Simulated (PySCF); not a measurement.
A side-by-side comparison of computed properties.

First species: C6H10ClN3.
SMILES with atom numbers: `[CH3:1][CH2:2][C@H:3]([CH3:4])[n:5]1[cH:6][n:7][n:8][c:9]1[Cl:10]` (hydrogens: H11, H12, H13 on C1; H14, H15 on C2; H16 on C3; H17, H18, H19 on C4; H20 on C6)

Structure used (GFN2-xTB), in Å, numbered top down from 1:
```xyz
20
C6H10ClN3 angstrom
C     -1.8666    0.7333   -0.9328
C     -1.4367   -0.2671    0.1340
C      0.0006   -0.7571   -0.0786
C      0.3946   -1.8385    0.9256
N      0.9229    0.3540    0.0126
C      1.1756    1.1729    1.0710
N      2.0613    2.0703    0.7614
N      2.4255    1.8756   -0.5144
C      1.7478    0.8567   -0.9544
Cl     1.8400    0.1959   -2.5073
H     -1.8047    0.2870   -1.9230
H     -2.8927    1.0471   -0.7603
H     -1.2340    1.6184   -0.9149
H     -2.0971   -1.1353    0.1097
H     -1.5206    0.1901    1.1220
H      0.0984   -1.1514   -1.0967
H     -0.2346   -2.7139    0.7911
H      1.4318   -2.1317    0.7783
H      0.2766   -1.4801    1.9455
H      0.7066    1.0843    2.0281
```

Second species: C₆H₁₀ClN₃.
InChI=1S/C6H10ClN3/c1-6(2,3)10-8-4-5(7)9-10/h4H,1-3H3

Levels: PBE0/pcSseg-1 for dipole moment, HOMO energy, LUMO energy and HOMO–LUMO gap; GFN2-xTB for rotational constant A and rotational constant C. Geometries: GFN2-xTB. Each structure is a single optimised conformer of the isolated species, non-relativistic unless stated. Electronic properties by PySCF.

Dipoles, sizes and rotational constants follow the conformer. The torsions of the flexible species, by atom-mapped SMILES:
- `[CH3:1][CH2:2][C@H:3]([CH3:4])[n:5]1[cH:6][n:7][n:8][c:9]1[Cl:10]`: C1–C2–C3–C4 -176°, C2–C3–N5–C6 62°
- `[CH3:1][C:2]([CH3:3])([CH3:4])[n:5]1[n:6][cH:7][c:8]([Cl:9])[n:10]1`: C1–C2–N5–N6 107°

```tsv
property	column X	column Y
dipole moment	6.30 D	2.06 D
HOMO energy	-7.44 eV	-7.37 eV
LUMO energy	0.15 eV	-0.19 eV
HOMO–LUMO gap	7.59 eV	7.18 eV
rotational constant A	1.395 GHz	2.649 GHz
rotational constant C	0.813 GHz	0.602 GHz
```

Problem. Which column belongs to which species?

Solution. Column X is the first species and column Y the second. The first has 20 atoms and 84 electrons, the second 20 and 84.

Problem. How does each property change from the first species to the second?

Solution. dipole moment -4.24 D; HOMO energy +0.07 eV; LUMO energy -0.34 eV; HOMO–LUMO gap -0.41 eV; rotational constant A +1.254 GHz; rotational constant C -0.211 GHz.

On the first: In atomic units the dipole is 2.48 e·bohr (1 au = 2.5417 D).

On the second: A dipole of 2.06 D is allowed in C1, and pure rotational transitions are dipole-allowed. The dipole matches unit charges of opposite sign 0.43 Å apart (1 e·Å = 4.8032 D).
